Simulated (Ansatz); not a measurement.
Wavefunction ladder for `N[SiH]1[SiH2][S][Zn]1`

Z-matrix (Å, degrees):
```
Si
Si 1 2.413
Zn 1 2.853 2 53.1
S 1 2.125 2 104.3 3 6.0
H 1 1.489 2 111.1 3 126.1
H 1 1.490 2 108.9 3 -114.3
N 2 1.711 1 117.8 3 126.5
H 2 1.490 1 113.2 3 -109.6
H 7 1.006 2 121.4 1 147.2
H 7 1.006 2 122.7 1 -55.5
```

Charge 0, multiplicity 1. For Zn the d shell is correlated and the shells below it are frozen. Scalar relativity is left out up to krypton. Geometry: relaxed with PBE0-D4/def2-TZVP. It is one conformer, not always the lowest. Frozen core, restricted reference, Ansatz.

```
     basis      HF (Eh)  MP2 corr.
  def2-SVP  -2810.01383   -0.78786
def2-TZVPP  -2810.67529   -1.13173
def2-QZVPP  -2810.74824   -1.21907
```

Q: Estimate the CCSD correlation energy and the (T) correction in each basis where they were run (hartree).

A: 
```tsv
basis	CCSD corr.	(T)
def2-SVP	-0.81884	-0.02730
def2-TZVPP	-1.13258	-0.04773
```
